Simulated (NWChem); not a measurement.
# C2H7NSi; SMILES [SiH2](C=C)N

```xyz
11

Si     0.5961     0.6543     0.0000
N     -0.9477     1.4357     0.0000
C      0.5142    -1.2212     0.0000
C     -0.6446    -1.8896     0.0000
H      1.3409     1.1035    -1.2176
H      1.3409     1.1035     1.2176
H     -1.5186     1.4595     0.8363
H     -1.5186     1.4595    -0.8363
H      1.4484    -1.8007     0.0000
H     -1.6027    -1.3555     0.0000
H     -0.6975    -2.9843     0.0000
```
Atoms are numbered in this order, from 1.

Level: PBE0/def2-SVP (NWChem), optimised geometry, unscaled harmonic frequencies. 

| frequency (cm⁻¹) | IR intensity (km/mol) |
|---|---|
| 113 | 0.3 |
| 168 | 1.6 |
| 193 | 12.1 |
| 303 | 206.2 |
| 409 | 0.0 |
| 416 | 42.3 |
| 592 | 40.5 |
| 645 | 14.6 |
| 774 | 43.4 |
| 846 | 4.4 |
| 895 | 40.9 |
| 897 | 247.5 |
| 931 | 126.4 |
| 990 | 26.8 |
| 1002 | 45.0 |
| 1048 | 12.2 |
| 1267 | 0.9 |
| 1409 | 15.8 |
| 1542 | 36.5 |
| 1685 | 5.0 |
| 2219 | 150.3 |
| 2222 | 128.3 |
| 3131 | 16.1 |
| 3150 | 4.5 |
| 3230 | 8.3 |
| 3623 | 30.0 |
| 3724 | 37.9 |

```yaml
zero_point_energy: 53.5 kcal/mol
thermal correction to the enthalpy at 298.15 K (with zero-point energy): 58.1 kcal/mol
heat capacity Cv: 22.4 cal/(mol K)
entropy at 298.15 K and 1 atm (symmetry number 1): 77.2 cal/(mol K)
dipole_moment: 1.47 D
```

Rigid rotor and harmonic oscillator.
